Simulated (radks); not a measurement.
Results of a calculation; reference values are marked as such.
Species: W68+. Configuration: [He] 2s2 2p2 (the NIST ground configuration). Code: a radial shooting solver on a logarithmic mesh with Libxc functionals. Model: scalar-relativistic Kohn-Sham, BLYP, spin-polarised, spherical densities, finite nucleus; open shells are filled with parallel spins first (spin-orbit coupling, left out, can overturn this in heavy ions); Fermi nuclear charge, rms radius 5.3658 fm.

Local quantities along the radius. ELF = 1/(1 + alpha^2) is the electron localisation function; alpha = (tau - tau_W)/tau_unif compares the Pauli kinetic energy density with that of the uniform gas (summed over spins). tau is taken from the large components.

```
   r/bohr * ELF (the largest magnitude, 1, reaches the edge; | marks zero)
0.0008982 |                                                      *
0.0009887 |                                                      *
 0.001088 |                                                      *
 0.001198 |                                                      *
 0.001308 |                                                      *
  0.00144 |                                                      *
 0.001585 |                                                      *
 0.001745 |                                                      *
 0.001905 |                                                      *
 0.002097 |                                                      *
 0.002309 |                                                      *
 0.002541 |                                                      *
 0.002775 |                                                      *
 0.003055 |                                                      *
 0.003362 |                                                      *
 0.003701 |                                                      *
 0.004042 |                                                      *
 0.004449 |                                                      *
 0.004897 |                                                      *
  0.00539 |                                                      *
 0.005934 |                                                      *
 0.006479 |                                                      *
 0.007132 |                                                      *
 0.007851 |                                                      *
 0.008642 |                                                      *
 0.009437 |                                                      *
  0.01039 |                                                      *
  0.01143 |                                                      *
  0.01259 |                                                     *
  0.01374 |                                                     *
  0.01513 |                                                   *
  0.01665 |                                                 *
  0.01833 |                                             *
  0.02002 |                                       *
  0.02204 |                              *
  0.02426 |                      *
   0.0267 |               *
  0.02916 |            *
  0.03209 |          *
  0.03533 |           *
  0.03889 |               *
   0.0428 |                      *
  0.04674 |                             *
  0.05145 |                                     *
  0.05664 |                                          *
  0.06234 |                                              *
  0.06808 |                                               *
  0.07494 |                                                *
  0.08249 |                                                *
   0.0908 |                                                *
  0.09915 |                                               *
   0.1091 |                                             *
   0.1201 |                                          *
   0.1322 |                                    *
   0.1444 |                            *
    0.159 |                 *
    0.175 |        *
   0.1926 |  *
   0.2103 |*
   0.2315 *
   0.2548 *
```

On this mesh the ELF has minima near r = 0.032 bohr, which separate the shells, and maxima near 0.082 (0.90).

Self-consistent cycle (total energy in hartree, residual of the potential): 1: -8625.092881, 8e+01; 2: -8625.902337, 6e+01; 3: -8625.789233, 1e-01; 4: -8625.797673, 2e-02; 5: -8625.797156, 4e-04; 6: -8625.797165, 8e-06; 7: -8625.797165, 5e-06; 8: -8625.797165, 2e-06; 9: -8625.797165, 2e-06; 10: -8625.797165, 9e-07; 11: -8625.797165, 5e-07; 12: -8625.797165, 9e-09.
